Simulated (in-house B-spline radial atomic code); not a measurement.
Ionising the erbium ion Er¹⁹⁺ with different functionals

Computed with a B-spline radial code for spherical atoms: scalar-relativistic (spin-free X2C) Hamiltonian, Fermi nucleus of rms radius 5.2516 fm, spin-polarised at highest spin, spherical fractional occupations for the functionals. The ionisation energy is the difference of two self-consistent energies, [Kr] 4d10 4f3 → [Kr] 4d10 4f2, without Breit or QED terms; ε is the level of the shell that loses the electron (its least bound occupied spin orbital). There is no spin-orbit coupling in this Hamiltonian.

Hybrids are left out here: with spherical fractional occupations of an open shell their exact exchange keeps a self-interaction that integer-occupation calculations don't have.

```tsv
method	rung	ΔSCF (eV)	-ε(4f) (eV)
LDA VWN5	LDA	?	?
BLYP	GGA	480.03	460.37
PBEsol	GGA	?	?
TPSS	meta-GGA	479.75	460.13
```

Task: What does PBEsol give?

Result: ΔSCF 480.26 eV, and -ε(4f) = 460.59 eV.

Task: What does LDA VWN5 give?

Result: ΔSCF 480.64 eV, and -ε(4f) = 460.96 eV.

Task: How do they compare with the NIST value?

Result: NIST lists 486 eV ± 25 (tabulated theory, ground level to ground level). Errors run from -6.25 to -5.36 eV; all lie within about twice that uncertainty, so the table can't rank the methods.
